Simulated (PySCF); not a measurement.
## Working with the constants of BeP⁺

UHF-CCSD(T) constants of BeP⁺, ³Σ⁻ (triplet), unpaired electrons π ↑↑ (PySCF, no relativity, basis sets Be def2-TZVP, P def2-TZVP; masses 9.0122 and 30.9738 u):

```
ωe              : 605.4 cm⁻¹
ωexe            : 5.79 cm⁻¹
Be              : 0.56884 cm⁻¹
αe              : 0.00677 cm⁻¹
D (centrifugal) : 2.01e-06 cm⁻¹
De to Be⁺ + P   : 2.34 eV
```

Task: Give the vibrational terms G(v) and spacings up to v = 3.

Result: G(v) = ωe(v+½) − ωexe(v+½)².

| v | G(v) (cm⁻¹) | G(v) − G(v−1) | Bv (cm⁻¹) |
| --- | --- | --- | --- |
| 0 | 301 |  | 0.5655 |
| 1 | 895 | 594 | 0.5587 |
| 2 | 1477 | 582 | 0.5519 |
| 3 | 2048 | 571 | 0.5451 |

Task: How well does the Morse estimate ωe²/(4ωexe) reproduce De, and what is D0?

Result: It gives 1.96 eV, 84 % of the computed De. D0 = De − G(0) = 2.34 − 0.04 = 2.30 eV.

Correlated steps freeze 5 core orbitals. For an ion De counts to the pair picked by the measured ionisation energies or electron affinities, which need not be the lowest pair at this level. The state was picked by a PBE0 search and need not be the measured ground state.
